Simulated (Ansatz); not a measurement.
Coupled-cluster diagnostics for Li₅Te₃, Ansatz.

Geometry of the doublet (PBE-D4/def2-SVP):

```xyz
8

Li    0.5466    1.8025   -1.7229
Li   -1.7719    1.3346   -0.0825
Li    0.7723    0.5079    1.7377
Li   -1.2340   -2.2487    0.1844
Li    1.4461   -1.5779   -0.6891
Te   -0.7831   -0.5162   -1.7996
Te    0.2191    2.8151    0.6205
Te    0.8050   -2.1173    1.7515
```

In the def2 sets Te takes a core potential; there is no spin–orbit coupling. Correlated methods freeze 12 core orbitals; core or outer-core shells of Li, Te are correlated, in sets that lack core-valence functions. In CCSD on the charge 0 doublet the largest single amplitude is 0.40, so its Hartree–Fock determinant may place the open shell otherwise than the density functionals do. Another isomer (doublet) lies 0.65 eV lower at PBE0-D4/def2-TZVP; other spin states weren't run for this one.

(1) Estimate the CCSD(T) correlation energy, the shares of MP2 and (T), T1 and the reference's ⟨S²⟩ for: charge 0, doublet, own geometry in def2-SVP; and the rough time on 4 threads of Arm Neoverse V1 on a shared host.

Results:

(1) 
| state | basis | correlation (eV) | MP2 share (%) | (T) share (%) | T1 | ⟨S²⟩ (pure) | wall time |
| --- | --- | --- | --- | --- | --- | --- | --- |
| charge 0, doublet, own geometry | def2-SVP | -11.879 | 90.0 | 3.3 | 0.040 | 0.77 (0.75) | 4 min |
Customary marks for T1 are 0.02 (closed shells), 0.045 (open shells) and about 0.05 (3d metals). T1 exceeds 0.02 in 1 of 1 rows and 0.045 in 0; the higher it lies, the less the single-reference result can be trusted.
